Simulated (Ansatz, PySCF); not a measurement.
Caution: the highest occupied level lies above zero, so the state may not be bound. This triplet is an excited state, 1.65 eV above the relaxed singlet at the level frozen-core CCSD(T)/aug-cc-pVDZ // PBE0-D3(BJ)/def2-TZVPD (Ansatz, a program for electronic structure).

Cartesian coordinates (Å):
SMILES: [NH2][Al-][OH]
```xyz
6

N     -1.1807    -0.1751     0.2016
Al     0.4378     0.7297     0.1236
O      1.9626    -0.1729     0.1370
H     -1.7154    -0.2281    -0.6545
H     -1.8080     0.0958     0.9464
H      2.3037    -0.2493    -0.7541
```
Charge -1, spin multiplicity 3.

Question: What total energy and highest occupied spin orbital does PBE0-D3(BJ)/def2-TZVPD (PySCF 2.14.0) give?

Answer: 
The total energy comes out as -374.0510 Ha and the highest occupied spin orbital is 1.77 eV.
